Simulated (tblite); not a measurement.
Species: C4H8BFS.
Atom-mapped SMILES: `[CH2:1]=[CH:2][BH:3][S:4][C@@H:5]([CH3:6])[F:7]` (hydrogens: H8, H9 on C1; H10 on C2; H11 on B3; H12 on C5; H13, H14, H15 on C6)

Computed with GFN2-xTB (tblite), gas phase: L-BFGS steps from a force-field or distance-geometry start until the largest atomic force falls under 0.01 eV/Å.

Step 48: E = -594.0736 eV
```
atom  x, y, z in Å  |  force x, y, z in eV/Å
C1      3.1908   -0.2687   -0.0547    0.116  -0.161  -0.133
C2      2.1966   -0.5556   -0.8942   -0.041  -0.131  -0.030
B3      0.8169    0.0785   -0.6495   -0.044  -0.017   0.157
S4     -0.5955   -0.3240   -1.6273   -0.043  -0.042  -0.061
C5     -1.9395    0.5637   -0.7222   -0.008  -0.028  -0.019
C6     -2.3288   -0.1705    0.5474   -0.026   0.047  -0.086
F7     -1.5378    1.8405   -0.4405   -0.091  -0.003   0.030
H8      4.1818   -0.6893   -0.1337   -0.021   0.005   0.020
H9      3.0086    0.4113    0.7565    0.175   0.111   0.117
H10     2.3687   -1.2768   -1.6894    0.028   0.157   0.024
H11     0.6886    0.8043    0.2586   -0.083   0.036  -0.038
H12    -2.7737    0.6422   -1.4280    0.013  -0.008   0.009
H13    -3.2100    0.2969    0.9856    0.067   0.010   0.034
H14    -2.5627   -1.2037    0.2990    0.034   0.045   0.045
H15    -1.5084   -0.1412    1.2648   -0.076  -0.021  -0.069
```

Step 49: E = -594.0787 eV
```
atom  x, y, z in Å  |  force x, y, z in eV/Å
C1      3.1979   -0.2703   -0.0539    0.048  -0.167  -0.215
C2      2.1974   -0.5470   -0.8893   -0.004  -0.179  -0.043
B3      0.8113    0.0718   -0.6457   -0.037  -0.013   0.142
S4     -0.6030   -0.3284   -1.6232    0.010  -0.072  -0.078
C5     -1.9478    0.5619   -0.7207    0.038  -0.006  -0.120
C6     -2.3354   -0.1694    0.5502    0.025   0.115  -0.192
F7     -1.5427    1.8396   -0.4479   -0.096   0.004   0.070
H8      4.1842   -0.6894   -0.1457    0.099  -0.072  -0.021
H9      3.0394    0.4005    0.7632    0.067   0.232   0.248
H10     2.3770   -1.2618   -1.6869   -0.001   0.123  -0.026
H11     0.6769    0.7911    0.2625   -0.085   0.093   0.038
H12    -2.7737    0.6422   -1.4364   -0.020  -0.032   0.052
H13    -3.2133    0.2999    0.9860   -0.005   0.015   0.080
H14    -2.5624   -1.2026    0.3018    0.007   0.005   0.060
H15    -1.5102   -0.1303    1.2584   -0.046  -0.044   0.007
```

Step 50: E = -594.0842 eV
```
atom  x, y, z in Å  |  force x, y, z in eV/Å
C1      3.2144   -0.2726   -0.0627    0.112  -0.062  -0.090
C2      2.2075   -0.5386   -0.8946   -0.053  -0.179  -0.037
B3      0.8055    0.0465   -0.6209    0.069  -0.046   0.140
S4     -0.6062   -0.3465   -1.6080    0.092  -0.086  -0.087
C5     -1.9532    0.5553   -0.7259    0.042   0.019  -0.075
C6     -2.3548   -0.1539    0.5551    0.026   0.160  -0.148
F7     -1.5423    1.8355   -0.4697   -0.102   0.005   0.084
H8      4.2103   -0.6692   -0.1903   -0.017  -0.024   0.000
H9      3.0651    0.3691    0.7873    0.059   0.084   0.070
H10     2.4035   -1.2217   -1.7199   -0.080   0.185   0.042
H11     0.6604    0.7370    0.3112   -0.057   0.055  -0.021
H12    -2.7683    0.6324   -1.4543   -0.045  -0.050   0.080
H13    -3.2511    0.3157    0.9651    0.133  -0.083   0.022
H14    -2.5564   -1.1979    0.3218   -0.012   0.081   0.104
H15    -1.5388   -0.0834    1.2783   -0.167  -0.060  -0.083
```

Step 51: E = -594.0902 eV
```
atom  x, y, z in Å  |  force x, y, z in eV/Å
C1      3.2169   -0.2758   -0.0627    0.122   0.021   0.004
C2      2.2050   -0.5391   -0.8896    0.017  -0.121   0.000
B3      0.8044    0.0445   -0.6182   -0.015  -0.050   0.107
S4     -0.6090   -0.3495   -1.6090    0.160  -0.059  -0.052
C5     -1.9539    0.5551   -0.7290   -0.008   0.008  -0.070
C6     -2.3563   -0.1508    0.5511    0.044   0.075  -0.094
F7     -1.5488    1.8348   -0.4691   -0.056   0.052   0.065
H8      4.2125   -0.6720   -0.1950   -0.025  -0.035  -0.022
H9      3.0817    0.3688    0.7911    0.022   0.018  -0.002
H10     2.4044   -1.2124   -1.7182   -0.086   0.099  -0.022
H11     0.6555    0.7359    0.3113   -0.057   0.069   0.002
H12    -2.7695    0.6311   -1.4556   -0.061  -0.048   0.046
H13    -3.2491    0.3150    0.9674    0.072  -0.031   0.013
H14    -2.5572   -1.1956    0.3255   -0.025   0.044   0.067
H15    -1.5410   -0.0823    1.2724   -0.104  -0.042  -0.039
```

Task: Estimate the geometry and energy of step 52. (The exact step hangs on the optimiser's Hessian estimate; all steps are aligned on step 51, rigid shifts and turns removed.)

Result: E = -594.0965 eV, largest force 0.195 eV/Å
```
atom  x, y, z in Å  |  force x, y, z in eV/Å
C1      3.2262   -0.2795   -0.0663   -0.011   0.126   0.097
C2      2.2045   -0.5372   -0.8843    0.034  -0.001   0.046
B3      0.8006    0.0373   -0.5996    0.004  -0.114  -0.006
S4     -0.6055   -0.3613   -1.6060    0.193   0.003   0.024
C5     -1.9520    0.5504   -0.7372   -0.024   0.022   0.012
C6     -2.3632   -0.1422    0.5445    0.042  -0.020   0.022
F7     -1.5472    1.8307   -0.4741   -0.061   0.032  -0.005
H8      4.2171   -0.6719   -0.2122    0.092  -0.076  -0.067
H9      3.1082    0.3598    0.7989   -0.024  -0.074  -0.088
H10     2.4039   -1.1830   -1.7330   -0.098   0.029  -0.010
H11     0.6442    0.7222    0.3312   -0.051   0.077   0.028
H12    -2.7696    0.6194   -1.4586   -0.075   0.002  -0.043
H13    -3.2569    0.3202    0.9611    0.042   0.014  -0.033
H14    -2.5596   -1.1906    0.3378   -0.037   0.009   0.015
H15    -1.5552   -0.0667    1.2704   -0.026  -0.028   0.007
```

The energy changes by -0.0063 eV. The first-order estimate −F·Δx gives -0.0105 eV and the mean of the old and new forces, exact on a quadratic surface, -0.0062 eV. The step makes an angle of 69° with the force vector and moves no atom by more than 0.033 Å.

What follows is the cost of the whole relaxation. Hardware: one thread of an Intel Xeon at 2.50 GHz, shared host with 64 logical CPUs at a one-minute load of 62. Cost: 2.0 s wall, 1.6 s CPU.
